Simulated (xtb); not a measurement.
C₆H₈, charge +1, doublet, from a rough starting geometry (a state made from the parent by changing its charge; the spin is typed, not shown lowest); GFN2-xTB run with xtb.

Input for xtb:
```
$ xtb mol.xyz --gfn 2 --chrg 1 --uhf 1 --opt vtight --json

# file mol.xyz
14

C      0.44775236    -1.33153399     0.38501862
C      1.49072113    -0.51557075     0.03327578
C      1.22654063     0.91842182    -0.20726178
C     -0.00468056     1.38893636    -0.41814246
C     -1.16630990     0.43550896    -0.37917185
C     -0.94461656    -0.77544518     0.53679936
H      0.63746677    -2.35970633     0.57115199
H      2.45422756    -0.88604063    -0.06311256
H      2.13116135     1.50963503    -0.24126002
H     -0.16070641     2.35934765    -0.61935562
H     -1.33769834     0.08468554    -1.34657339
H     -2.13953348     0.99021807    -0.08370009
H     -1.71155456    -1.55673715     0.35927392
H     -0.99768056    -0.44803976     1.59720660
```

What the program printed (banner, timings and long lists left out):

```
   ID    Z sym.   atoms
    1    6 C      1-6
    2    1 H      7-14

           -------------------------------------------------
          |                Calculation Setup                |
           -------------------------------------------------

           -------------------------------------------------
          |                 G F N 2 - x T B                 |
           -------------------------------------------------

          ...................................................
          :                      SETUP                      :
          :.................................................:
          :  # basis functions                  32          :
          :  # atomic orbitals                  32          :
          :  # shells                           20          :
          :  # electrons                        31          :
          :  max. iterations                   250          :
          :  Hamiltonian                  GFN2-xTB          :
          :  restarted?                      false          :
          :  GBSA solvation                  false          :
          :  PC potential                    false          :
          :  electronic temp.          300.0000000     K    :
          :  accuracy                    1.0000000          :
          :  -> integral cutoff          0.2500000E+02      :
          :  -> integral neglect         0.1000000E-07      :
          :  -> SCF convergence          0.1000000E-05 Eh   :
          :  -> wf. convergence          0.1000000E-03 e    :
          :  Broyden damping             0.4000000          :
          :  net charge                          1          :
          :  unpaired electrons                  1          :
          ...................................................

 iter      E             dE          RMSdq      gap      omega  full diag
   1    -16.6777456 -0.166777E+02  0.507E+00    3.32       0.0  T
   2    -16.6965835 -0.188380E-01  0.285E+00    3.12       1.0  T
   3    -16.6859419  0.106416E-01  0.135E+00    3.28       1.0  T
   4    -16.6995036 -0.135617E-01  0.253E-01    3.16       1.0  T
   5    -16.7000196 -0.516021E-03  0.111E-01    3.16       1.0  T
   6    -16.7001748 -0.155225E-03  0.421E-02    3.16       1.0  T
   7    -16.7001694  0.542657E-05  0.271E-02    3.17       1.0  T
   8    -16.7001796 -0.101813E-04  0.336E-03    3.16       8.0  T
   9    -16.7001797 -0.874538E-07  0.172E-03    3.16      15.5  T
[...]
 * total energy  :   -16.4111587 Eh     change       -0.3403849E-04 Eh
 * total energy  :   -16.4111686 Eh     change       -0.9881341E-05 Eh
 * total energy  :   -16.4111753 Eh     change       -0.6638442E-05 Eh
 * total energy  :   -16.4111845 Eh     change       -0.9277906E-05 Eh
 * total energy  :   -16.4111878 Eh     change       -0.3246394E-05 Eh
 * total energy  :   -16.4111898 Eh     change       -0.1992961E-05 Eh
 * total energy  :   -16.4111909 Eh     change       -0.1093992E-05 Eh
 * total energy  :   -16.4111916 Eh     change       -0.7113225E-06 Eh
 * total energy  :   -16.4111920 Eh     change       -0.4197092E-06 Eh
 * total energy  :   -16.4111922 Eh     change       -0.2149504E-06 Eh
 * total energy  :   -16.4111924 Eh     change       -0.1909546E-06 Eh
 * total energy  :   -16.4111924 Eh     change       -0.2668084E-07 Eh
   *** GEOMETRY OPTIMIZATION CONVERGED AFTER 22 ITERATIONS ***
         :: total energy             -16.411192443645 Eh    ::
[...]
    14   1 H        0.923     0.151     1.386     1.841

 Mol. C6AA /au·bohr⁶  :       1614.056621
 Mol. C8AA /au·bohr⁸  :      38905.489021
 Mol. α(0) /au        :         63.183313

Wiberg/Mayer (AO) data.
largest (>0.10) Wiberg bond orders for each atom

 ---------------------------------------------------------------------------
     #   Z sym  total        # sym  WBO       # sym  WBO       # sym  WBO
 ---------------------------------------------------------------------------
     1   6 C    3.907 --     2 C    1.546     6 C    1.140     7 H    0.958
     2   6 C    3.955 --     1 C    1.546     3 C    1.297     8 H    0.958
     3   6 C    3.955 --     4 C    1.546     2 C    1.297     9 H    0.958
     4   6 C    3.907 --     3 C    1.546     5 C    1.140    10 H    0.958
     5   6 C    3.993 --     4 C    1.140     6 C    1.017    12 H    0.878
                            11 H    0.870
     6   6 C    3.993 --     1 C    1.140     5 C    1.017    13 H    0.878
                            14 H    0.870
     7   1 H    0.987 --     1 C    0.958
     8   1 H    0.987 --     2 C    0.958
     9   1 H    0.987 --     3 C    0.958
    10   1 H    0.987 --     4 C    0.958
    11   1 H    0.975 --     5 C    0.870
    12   1 H    0.976 --     5 C    0.878
    13   1 H    0.976 --     6 C    0.878
    14   1 H    0.974 --     6 C    0.870
 ---------------------------------------------------------------------------

Topologies differ in total number of bonds
Writing topology from bond orders to xtbtopo.mol

molecular dipole:
                 x           y           z       tot (Debye)
 q only:       -0.350      -0.075       0.042
   full:       -0.376      -0.079       0.045       0.983
molecular quadrupole (traceless):
                xx          xy          yy          xz          yz          zz
 q only:        4.497       0.102       1.809      -0.227      -4.093      -6.306
  q+dip:        5.428       0.096       2.316      -0.271      -5.009      -7.744
   full:        4.131       0.069       1.774      -0.199      -3.890      -5.904

optimized geometry written to: xtbopt.xyz

           -------------------------------------------------
          | TOTAL ENERGY              -16.411192443645 Eh   |
          | GRADIENT NORM               0.000031506163 Eh/α |
          | HOMO-LUMO GAP               2.726547559074 eV   |
           -------------------------------------------------

normal termination of xtb
```
